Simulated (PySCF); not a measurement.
Sb(Br)(TeH)2 (BrH2SbTe2), SMILES [Br][Sb]([TeH])[TeH]. Atoms are numbered in the order given.

```xyz
6

Sb    -0.7061    -0.3678     0.6858
Br     1.4502    -0.8017     1.9833
Te    -0.2215     2.2190    -0.1766
H     -0.1488     2.7501     1.4025
Te    -0.0381    -1.3217    -1.8266
H     -1.0983    -2.5932    -1.6273
```
Charge 0, spin multiplicity 1.

Geometry: PBE0-D3(BJ)/def2-SVP. The def2 effective core potentials stand for the cores of Sb, Te; spin–orbit coupling is left out.

All values below come from HF/def2-TZVP in PySCF.

Atomic charges (e):

```tsv
atom	Mulliken	Löwdin
Sb1	…	0.06
Br2	…	-0.12
Te3	…	0.04
H4	…	-0.02
Te5	…	0.05
H6	…	-0.02
```

Problem. Fill in the missing entries. (An estimate is asked for; the answer gives what the named calculation found.)

Solution. 
- Sb1, Mulliken: 0.53
- Br2, Mulliken: -0.36
- Te3, Mulliken: -0.14
- H4, Mulliken: 0.06
- Te5, Mulliken: -0.14
- H6, Mulliken: 0.05
